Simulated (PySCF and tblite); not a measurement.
Results of a calculation; reference values are marked as such.
System: C₅H₆NOS (charge +1), numbered as in [CH3:1][O:2][c:3]1[cH:4][cH:5][s+:6][cH:7][n:8]1.

For the rotation about the C3–O2 bond (torsion C4–C3–O2–C1 from 180° to 360°, rising): electronic barrier 16.08 kcal/mol, zero-point change -0.87 kcal/mol, thermal and entropy terms at 298.15 K a further 0.28 kcal/mol (symmetry numbers apart). The minimum is Cs, the saddle C1. The path came from a restrained scan, a climbing-image band and a saddle search at GFN2-xTB; energies are PBE0/pcSseg-1 + D3(BJ)//GFN2-xTB, thermal terms GFN2-xTB. Rate constants are transition-state-theory values, counting equivalent paths, without tunnelling. Run with tblite and PySCF.

Q: How many equivalent paths lead out of the minimum?

A: 2: the symmetry number of the minimum is 1, that of the saddle displaced along its mode 1, and the displaced saddle is chiral while the minimum is not, which doubles the count.

Q: Work out the rate at 298.15 K.

A: ΔG‡ = 15.49 kcal/mol; k_B T/h = 6.2×10¹² s⁻¹; exp(−ΔG‡/RT) = 4.4×10⁻¹²; times 2 gives k = 55 s⁻¹. Wigner's tunnelling factor for the 264i cm⁻¹ mode would be 1.07.

The ion is treated without a counter-ion.
